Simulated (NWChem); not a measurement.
System: GaN3H6; SMILES [NH2][Ga]([NH2])[NH2]

Here is an NWChem input.

```
start job
memory heap 200 mb stack 900 mb global 1100 mb
geometry units angstroms noautosym nocenter noautoz
  Ga    -0.002342     0.000078    -0.002241
  N     -0.898043     1.586060     0.023955
  H     -1.876089     1.644656    -0.231109
  H     -0.425740     2.456823    -0.185610
  N      1.820970    -0.015312     0.016843
  H      2.326066    -0.849910     0.289085
  H      2.339857     0.810756     0.289118
  N     -0.924393    -1.570786     0.023958
  H     -0.466686    -2.449369    -0.185603
  H     -1.903346    -1.613047    -0.231053
end
basis spherical
  * library 6-31g*
end
dft
  xc xpbe96 cpbe96
  iterations 150
end
property
  efieldgrad
end
task dft property
```

Structure relaxed at the PBE0/def2-SVP level.

Vzz is the largest principal value of the second derivative of the potential at the nucleus (NWChem prints the opposite sign); η is the asymmetry. Non-relativistic.

Atoms are numbered as in the input.

Q: Give the results of this calculation. (PBE/6-31G* (spherical d).) Quantities: Vzz Ga1 (a.u.); η Ga1; Vzz N8 (a.u.); η N8; Vzz N5 (a.u.); η N5.

A: 
```
Quantity        Result
--------------  ------
Vzz Ga1 (a.u.)   1.408
η Ga1             0.01
Vzz N8 (a.u.)   -0.864
η N8              0.27
Vzz N5 (a.u.)   -0.851
η N5              0.28
```
